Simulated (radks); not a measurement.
The nuclear charge of neutral xenon is varied continuously with 54 electrons held in [Xe]. Method: Dirac Kohn-Sham, BLYP, spin-unpolarised, spherical densities, point nucleus; computed with a radial shooting solver on a logarithmic mesh with Libxc functionals. By the Hellmann-Feynman theorem dE/dZ = E(electron-nucleus)/Z, the electronic potential at the nucleus.

Z     E (hartree)  E(electron-nucleus)/Z (hartree)   HOMO  e(HOMO) (eV)  <r> HOMO (bohr)
53.8  -7384.02533                         -333.759  5p3/2        -5.862            2.429
53.9  -7417.44495                         -334.633  5p3/2        -6.755            2.395
54    -7450.95200                         -335.508  5p3/2        -7.671            2.363
54.1   -7484.5465                         -336.382  5p3/2        -8.609            2.333
54.2   -7518.2285                         -337.257  5p3/2        -9.568            2.303
54.3   -7551.9979                         -338.132  5p3/2       -10.548            2.276
54.4   -7585.8548                         -339.007  5p3/2       -11.548            2.249
54.5   -7619.7992                         -339.882  5p3/2       -12.568            2.223
54.6   -7653.8311                         -340.757  5p3/2       -13.607            2.198
54.7   -7687.9506                         -341.632  5p3/2       -14.666            2.175
54.8   -7722.1576                         -342.508  5p3/2       -15.743            2.152
54.9   -7756.4522                         -343.384  5p3/2       -16.838            2.129
55     -7790.8345                         -344.261  5p3/2       -17.952            2.108

The central difference of E at Z = 54 is -335.508 hartree, to compare with the third column; the second derivative is -8.74 hartree.
